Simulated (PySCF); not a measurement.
Compound: C₇H₉Cl.
Numbering: `[CH3:1][C@@H:2]1[C@H:3]2[CH2:4][C@@H:5]3[C@H:6]2[C@:7]13[Cl:8]`

Geometry (GFN2-xTB, Å), atoms numbered from 1 in this order:
```
atom  x, y, z in Å
C1     2.0588   -0.4058    0.3395
C2     0.5896   -0.1887    0.6506
C3    -0.3750   -0.8900   -0.3300
C4    -1.7640   -0.5412    0.2261
C5    -1.4533    0.8779   -0.2085
C6    -0.4202    0.4021   -1.1949
C7     0.0279    1.0916    0.0579
Cl8    0.7124    2.6755    0.2439
H9     2.6707    0.2975    0.8998
H10    2.3536   -1.4166    0.6126
H11    2.2467   -0.2584   -0.7214
H12    0.3968   -0.3533    1.7143
H13   -0.1454   -1.8841   -0.6945
H14   -2.5736   -0.9747   -0.3572
H15   -1.9305   -0.7268    1.2872
H16   -2.1382    1.7031   -0.3004
H17   -0.2634    0.6041   -2.2351
```

Definitions: NICS(0) = −σiso at the ring centroid; NICS(1) = −σiso and NICS(1)zz = −σzz at ±1 Å along the ring normal z. Level: GIAO PBE0/pcSseg-1 (PySCF, non-relativistic, gas phase) on the GFN2-xTB geometry, one conformer.

Ring bond lengths (Å), with Mayer bond orders in brackets: C2–C3 1.544 (0.91), C3–C6 1.555 (0.89), C6–C7 1.499 (0.83), C7–C2 1.519 (0.91); C3–C4 1.536 (0.97), C4–C5 1.516 (0.97), C5–C6 1.505 (0.87), C6–C3 1.555 (0.89); C5–C6 1.505 (0.87), C6–C7 1.499 (0.83), C7–C5 1.520 (0.90).

Give the NICS values of each ring in ppm.

```
       ring                                            type  NICS(0)  NICS(1), two faces  NICS(1)zz, two faces  rms pucker (Å)  centre to ring atoms, mean (Å)
C2–C3–C6–C7  4-membered carbocycle; formal bonds all single    -10.6         -9.7 / -1.7            -7.6 / 0.7            0.14                            1.07
C3–C4–C5–C6  4-membered carbocycle; formal bonds all single     -6.2        -0.4 / -10.6            1.6 / -5.9            0.14                            1.07
   C5–C6–C7  3-membered carbocycle; formal bonds all single    -37.8         -8.6 / -8.8         -28.1 / -22.1            0.00                            0.87
```

What do they say, and how far can they be read as aromaticity?

- C2–C3–C6–C7: mean NICS(1)zz -3.4 ppm, shielded. C2, C3, C6, C7 have four or more neighbours, so the value isn't read as a sign of a π ring current. C5, outside the ring, lies only 1.01 Å from a NICS(1) probe, which then mostly feels that atom. The two faces differ by 8.3 ppm, so no symmetry operation interchanges them.
- C3–C4–C5–C6: mean NICS(1)zz -2.2 ppm, near zero. C3, C4, C5, C6 have four or more neighbours, so the value isn't read as a sign of a π ring current. C7, outside the ring, lies only 0.99 Å from a NICS(1) probe, which then mostly feels that atom. The two faces differ by 7.5 ppm, so no symmetry operation interchanges them.
- C5–C6–C7: mean NICS(1)zz -25.1 ppm, shielded. C5, C6, C7 have four or more neighbours, and the NICS criterion for π rings isn't applied. C3, outside the ring, lies only 0.89 Å from a NICS(1) probe, which then mostly feels that atom. The two faces differ by 6.0 ppm, so no symmetry operation interchanges them. NICS(0) lies 29 ppm below the mean NICS(1).

Give the inner angles of the rings and the Hirshfeld charges of the ring atoms.

- C2–C3–C6–C7: C2 84.5° (-0.026 e), C3 89.7° (-0.017 e), C6 84.8° (-0.052 e), C7 92.8° (+0.016 e); sum 351.7° against 360° for a flat convex ring.
- C3–C4–C5–C6: C3 89.2° (-0.017 e), C4 85.6° (-0.072 e), C5 91.9° (-0.049 e), C6 85.3° (-0.052 e); sum 352.0° against 360° for a flat convex ring.
- C5–C6–C7: C5 59.4° (-0.049 e), C6 60.8° (-0.052 e), C7 59.8° (+0.016 e); sum 180.0° against 180° for a flat convex ring.

How shielded are the nuclei of the rings and their hydrogens (means over atoms taken as equivalent)?

```csv
atoms,environment,σ isotropic (ppm),"principal values of the symmetric part, first atom (ppm)"
C2,four-membered-ring carbon,132.4,"112.4, 136.0, 148.8"
C3,sp3 carbon at a ring junction,145.6,"138.7, 140.6, 157.7"
C4,four-membered-ring carbon,148.3,"132.6, 154.0, 158.2"
C5,sp3 carbon at a ring junction,155.6,"119.3, 152.4, 195.0"
C6,sp3 carbon at a ring junction,142.2,"86.9, 139.1, 200.5"
C7,sp3 C–Cl carbon,131.0,"90.4, 116.9, 185.6"
H12,methine hydrogen,29.21,"23.9, 28.8, 34.9"
H13,methine hydrogen,30.05,"25.1, 27.9, 37.1"
H14,methylene hydrogen,29.21,"26.0, 26.7, 34.9"
H15,methylene hydrogen,29.83,"25.0, 26.8, 37.7"
H16,methine hydrogen,29.78,"24.2, 27.6, 37.5"
H17,methine hydrogen,28.31,"25.1, 26.1, 33.8"
```

Time: 40 s (grids of density and orbitals included); peak memory 0.76 GiB. Hardware: Arm Neoverse V1, one thread (shared host). This is the whole shielding run at PBE0/pcSseg-1, SCF included.
